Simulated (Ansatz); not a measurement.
The cluster Si8H8⁺. The state is a doublet with charge 1. Geometry PBE-D4/def2-SVP; atoms count from 1.

Cartesian coordinates in Å:
```
Si 0.306 0.180 -1.928
Si -0.053 1.659 1.027
Si 0.375 -2.002 -0.982
Si 1.194 -2.068 1.181
Si -0.005 -0.389 2.240
Si -1.393 -1.541 0.627
Si 1.640 1.671 -0.643
Si -1.560 0.607 -0.499
H 0.399 -3.296 -1.740
H 1.603 3.013 -1.323
H -2.370 -2.613 1.018
H -0.352 2.852 1.891
H -0.187 -0.563 3.719
H 0.309 0.176 -3.430
H -2.939 1.054 -0.891
H 3.033 1.259 -0.267
```

The structure comes from a short search, and lower isomers may exist.

Estimate the Mulliken populations from the PBE0/def2-TZVP orbitals of Ansatz.


| atom | charge (e) | spin (α − β) |
| --- | --- | --- |
| Si1 | 0.02 | 0.04 |
| Si2 | 0.02 | 0.04 |
| Si3 | 0.08 | 0.09 |
| Si4 | 0.17 | 0.68 |
| Si5 | 0.07 | 0.09 |
| Si6 | 0.03 | 0.01 |
| Si7 | 0.02 | 0.00 |
| Si8 | 0.06 | 0.00 |
| H9 | 0.08 | 0.00 |
| H10 | 0.06 | 0.00 |
| H11 | 0.07 | 0.01 |
| H12 | 0.06 | 0.02 |
| H13 | 0.08 | 0.00 |
| H14 | 0.06 | 0.02 |
| H15 | 0.06 | 0.00 |
| H16 | 0.05 | 0.00 |
Mulliken values depend strongly on the basis.

Where does the spin sit?

Summed by element: Si 0.95, H 0.05, of 1 unpaired in all. Largest on single atoms: Si4 0.68, Si3 0.09, Si5 0.09.

And the Mayer bond orders between heavy atoms (over 0.3)?

Si1–Si3 0.88 (2.38 Å); Si1–Si7 0.92 (2.38 Å); Si1–Si8 0.91 (2.39 Å); Si2–Si5 0.88 (2.38 Å); Si2–Si7 0.92 (2.38 Å); Si2–Si8 0.91 (2.39 Å); Si3–Si4 1.02 (2.31 Å); Si3–Si6 0.77 (2.44 Å); Si4–Si5 1.00 (2.32 Å); Si4–Si6 0.47 (2.70 Å); Si5–Si6 0.79 (2.42 Å); Si6–Si8 0.82 (2.43 Å).
